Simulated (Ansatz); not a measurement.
Species: H₂Br₂S₂Si, SMILES `S[Si](S)(Br)Br` (H–S–Si–Br torsion 41°, Br–Si–S–H torsion 62°) (charge 0, multiplicity 1), formula H2Br2S2Si.

How many basis functions does frozen-core CCSD(T)/cc-pVTZ // B3LYP-D3(BJ)/def2-TZVP (Ansatz, a program for electronic structure) use, how many core orbitals are frozen, and how many electrons are correlated?

216 basis functions and 33 frozen orbitals, which leaves 52 correlated electrons (filled d shells below the valence shell are correlated). Core time is of the order of minutes.
